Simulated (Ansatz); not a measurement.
Basis-set extrapolation for CH7AlClNSi (PBE0-D4/def2-TZVP geometry, frozen core, Ansatz 0.2.0). Multiplicity 1, RHF reference.

```json
{"": "HF", "def2-TZVPP": "-1086.837583", "def2-QZVPP": "-1086.871485"}
{"": "MP2 correlation", "def2-TZVPP": "-0.784321", "def2-QZVPP": "-0.846149"}
{"": "CCSD(T) correlation", "def2-TZVPP": "-0.879311", "def2-QZVPP": "not run"}
```

Energies in hartree. Use E(X) = E(∞) + A·exp(−7.88·√X) for Hartree–Fock and E(X) = E(∞) + B·X^(−2.97) for correlation, with X = 3 and 4, and add CCSD(T) minus MP2 of the smaller set to the MP2 limit.

What is the CCSD(T) energy at the basis-set limit?

HF limit: -1086.871485 + (-0.033902) × 0.13774 = -1086.87615. MP2 limit: -0.846149 + (-0.061828) × 0.74074 = -0.89195. Higher-order term: -0.879311 − (-0.784321) = -0.09499. Total: -1087.86309 hartree, 383.8 kJ/mol below CCSD(T)/def2-TZVPP.
